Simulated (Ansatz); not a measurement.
One change: `Cl[C]1=[CH][AlH]1` becomes `[SnH3][C]1=[CH][AlH]1`.

Ansatz, PBE0-D4/def2-TZVP geometries, multiplicity 1. 

Elements past krypton have def2 core potentials.

```csv
property,`Cl[C]1=[CH][AlH]1`
HOMO energy (PBE0/def2-TZVPP) / eV,-7.05
size of the dipole moment (PBE/def2-TZVPP) / D,2.20
HOMO–LUMO gap (PBE0/def2-TZVPP) / eV,5.99
zero-point energy (PBE0-D4/def2-TZVP) / kJ/mol,73.2
size of the dipole moment (ωB97M-V/def2-TZVPP) / D,2.54
HOMO–LUMO gap (B3LYP/def2-TZVPP) / eV,5.58
```

What does the change do to each property? (Estimate.)

The calculation gave: 
| property | `[SnH3][C]1=[CH][AlH]1` | shift |
| --- | --- | --- |
| HOMO energy (PBE0/def2-TZVPP) / eV | -6.08 | 0.97 |
| size of the dipole moment (PBE/def2-TZVPP) / D | 1.51 | -0.69 |
| HOMO–LUMO gap (PBE0/def2-TZVPP) / eV | 5.15 | -0.84 |
| zero-point energy (PBE0-D4/def2-TZVP) / kJ/mol | 123.1 | 49.9 |
| size of the dipole moment (ωB97M-V/def2-TZVPP) / D | 1.61 | -0.93 |
| HOMO–LUMO gap (B3LYP/def2-TZVPP) / eV | 4.76 | -0.82 |

With PBE0 the HOMO rises by 0.97 eV and the LUMO rises by 0.12 eV, so the gap narrows by about 0.85 eV. PBE moves the HOMO by 0.79 eV and ωB97M-V by 1.07 eV. The zero-point energy changes by 49.9 kJ/mol with +9 modes. Dipoles are sizes alone; their direction can turn.

B3LYP here is the variant with VWN-RPA as its local correlation; programs differ in this.
